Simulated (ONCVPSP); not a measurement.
# Varying the ONCV potential for Ho

Base potential:

ONCVPSP 4.0.1 input, shortened (lines: element, Z, core and valence counts, functional; n l f; lmax; l rc ep ncon nbas qcut; lloc lpopt rc5 dvloc0; l nproj debl; icmod fcfact rcfact), LDA (Perdew-Wang 92), scalar-relativistic:

```
  Ho 67.00    9    5  -001012      upf
    1    0    2.00
    2    0    2.00
    2    1    6.00
    3    0    2.00
    3    1    6.00
    3    2   10.00
    4    0    2.00
    4    1    6.00
    4    2   10.00
    4    3   11.00
    5    0    2.00
    5    1    6.00
    5    2    1.00
    6    0    1.00
    3
    0    2.45    0.00    3    6    5.80
    1    2.45    0.00    4    9    6.60
    2    2.55    0.00    3    6    3.30
    3    0.85    0.00    5   10   21.10
    4    5    0.60    2.00
    0    2    0.50
    1    2    2.40
    2    2    1.70
    3    3    3.40
    0    0.00    0.00
```

All-electron outer shells of the reference configuration (LDA (PZ), scalar-relativistic, ld1.x):

| shell | level (eV) | outermost node (bohr) | outermost maximum (bohr) |
| --- | --- | --- | --- |
| 4d | -158.37 | 0.25 | 0.52 |
| 5s | -49.79 | 0.61 | 1.13 |
| 5p | -25.31 | 0.66 | 1.29 |
| 6s | -3.80 | 1.55 | 3.39 |
| 4f | -2.70 | – | 0.52 |
| 5d | -0.96 | 0.75 | 2.22 |

Cutoffs, loose and tight: the cutoffs (Ha) at which the residual kinetic energy of the hardest occupied pseudo-wave falls to 1 and 0.1 mHa per electron. They do not see the model core or the augmentation charge, which bear on the density cutoff. Test errors are all-electron minus pseudo excitation energies from the reference, over the configurations 4f11 5s2 5p6 5d0 6s2; 4f11 5s2 5p6 5d0 6s1; 4f11 5s2 5p6 5d0 6s0; 4f11 5s2 5p6 5d0 6s0 6p1. A dash means not determined; rows that change the core or the reference have their own tests.

A true bound ghost makes a file unfit for plane-wave use even where its test errors are small: the radial tests pick states by their node count and pass the ghost by.

| change | outcome | cutoff, loose | cutoff, tight | bound ghosts | GHOST(+) flags above zero | largest test error (meV) |
| --- | --- | --- | --- | --- | --- | --- |
| base | generated | 191 Ha | 957 Ha | s, p, d | s | 4 of 4 tests not solved or not reliable |
| s: qcut 3.9; p: qcut 4.5; d: qcut 2.2; f: qcut 14.3 | generated | 574 Ha | 966 Ha | s, p, d, f | s, f | 4 of 4 tests not solved or not reliable |
| s: qcut 5.5; p: qcut 6.3; d: qcut 3.2; f: qcut 20.1 | generated | 180 Ha | 957 Ha | s, p, d | s | 4 of 4 tests not solved or not reliable |
| s: qcut 7; p: qcut 7.9; d: qcut 4; f: qcut 25.4 | generated | 223 Ha | 957 Ha | s, p, d | s | 4 of 4 tests not solved or not reliable |
| s: qcut 8.2; p: qcut 9.3; d: qcut 4.7; f: qcut 29.7 | failed: ERROR pspot: first pseudo wave function has node, program will stop | – | – | – | – | – |

What comes out with this change to the base: s: qcut 4.4; p: qcut 5; d: qcut 2.5; f: qcut 16?

outcome: generated; cutoff, loose: 517 Ha; cutoff, tight: 959 Ha; bound ghosts: s, p, d, f; GHOST(+) flags above zero: s, f; largest test error (meV): 4 of 4 tests not solved or not reliable.

What comes out with this change to the base: s: qcut 7.7; p: qcut 8.7; d: qcut 4.4; f: qcut 27.9?

outcome: generated; cutoff, loose: 301 Ha; cutoff, tight: 957 Ha; bound ghosts: s, p, d; GHOST(+) flags above zero: s; largest test error (meV): 4 of 4 tests not solved or not reliable.

What comes out with this change to the base: s: qcut 5.9; p: qcut 6.7; d: qcut 3.4; f: qcut 21.4?

outcome: generated; cutoff, loose: 193 Ha; cutoff, tight: 957 Ha; bound ghosts: s, p, d; GHOST(+) flags above zero: s; largest test error (meV): 4 of 4 tests not solved or not reliable.
